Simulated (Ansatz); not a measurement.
One change: `[SiH3]C1N[SiH2]1` becomes `[SiH3][C@@H]1N[Si@H]1Cl`.

Ansatz, PBE0-D4/def2-TZVP geometries, multiplicity 1. 

```tsv
property	`[SiH3]C1N[SiH2]1`
HOMO energy (PBE0/def2-TZVPP) / eV	-6.96
LUMO energy (PBE0/def2-TZVPP) / eV	-0.36
HOMO energy (ωB97M-V/def2-TZVPP) / eV	-9.19
HOMO–LUMO gap (PBE0/def2-TZVPP) / eV	6.59
size of the dipole moment (B3LYP/def2-TZVPP) / D	1.00
HOMO–LUMO gap (PBE/def2-TZVPP) / eV	4.53
```

Question: What does the change do to each property? (Best estimate.)

Answer: The calculation gave: 
```csv
property,`[SiH3][C@@H]1N[Si@H]1Cl`,shift
HOMO energy (PBE0/def2-TZVPP) / eV,-6.98,-0.02
LUMO energy (PBE0/def2-TZVPP) / eV,-0.17,0.19
HOMO energy (ωB97M-V/def2-TZVPP) / eV,-9.20,-0.01
HOMO–LUMO gap (PBE0/def2-TZVPP) / eV,6.81,0.22
size of the dipole moment (B3LYP/def2-TZVPP) / D,0.78,-0.22
HOMO–LUMO gap (PBE/def2-TZVPP) / eV,4.72,0.19
```

Dipoles are sizes alone; their direction can turn.

B3LYP here is the variant with VWN-RPA as its local correlation; programs differ in this.
